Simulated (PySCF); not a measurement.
# AsH⁺: everyday levels beside a composite calculation

PySCF; the state is a doublet (π ↑). The composite is CCSD(T) extrapolated to the basis-set limit from two correlation-consistent sets, with core-valence (CV) and scalar-relativistic (SR) terms as its label shows; it has no spin–orbit coupling and nothing beyond (T). Here it is CCSD(T)/CBS(DT). It gives Re = 1.520 Å, ωe = 2199 cm⁻¹ and De = 3.16 eV to As⁺ + H.

```csv
level,basis,relativity,Re (Å),ωe (cm⁻¹),De (eV)
UHF,aug-pcseg-1,no relativity,1.516,2341,2.12
UHF,def2-SVPD,no relativity,1.516,2357,2.13
UHF-MP2,def2-TZVPPD,no relativity,1.516,2277,2.93
UHF-SCS-MP2,def2-TZVPPD,no relativity,1.518,2266,3.04
UHF-CCSD,def2-SVPD,no relativity,1.529,2223,2.91
PW91,aug-pcseg-1,no relativity,1.555,2120,3.15
r²SCAN,def2-TZVPPD,no relativity,1.533,2191,3.20
PBE0,cc-pVTZ-PP/cc-pVTZ,scalar-relativistic core potentials,1.535,2187,3.07
M06-2X,def2-TZVPPD,no relativity,1.530,2239,3.07
LC-ωPBE,def2-SVPD,no relativity,1.525,2302,3.06
```

Give the difference of each row from the composite.



```tsv
level	basis	ΔRe (pm)	Δωe (%)	ΔDe (eV)
UHF	aug-pcseg-1	-0.4	+6.5	-1.04
UHF	def2-SVPD	-0.4	+7.2	-1.03
UHF-MP2	def2-TZVPPD	-0.4	+3.5	-0.23
UHF-SCS-MP2	def2-TZVPPD	-0.2	+3.0	-0.12
UHF-CCSD	def2-SVPD	+0.9	+1.1	-0.25
PW91	aug-pcseg-1	+3.5	-3.6	-0.01
r²SCAN	def2-TZVPPD	+1.3	-0.4	+0.04
PBE0	cc-pVTZ-PP/cc-pVTZ	+1.5	-0.5	-0.09
M06-2X	def2-TZVPPD	+1.0	+1.8	-0.09
LC-ωPBE	def2-SVPD	+0.5	+4.7	-0.10
```

Which rows come closest in De?

PW91 in aug-pcseg-1 (-0.01 eV), counted from the composite.

Correlated steps freeze the inner cores (4 to 9 orbitals); shallow outer-core shells are correlated. Correlated levels converge slowly with the basis: in double zeta they bind strong bonds too weakly, by up to about 1 eV, and carry superposition errors of some tenths. Spin–orbit coupling is left out. For an ion De counts to the pair picked by the measured ionisation energies or electron affinities, which need not be the lowest pair at this level. The state was picked by a PBE0 search and need not be the measured ground state.
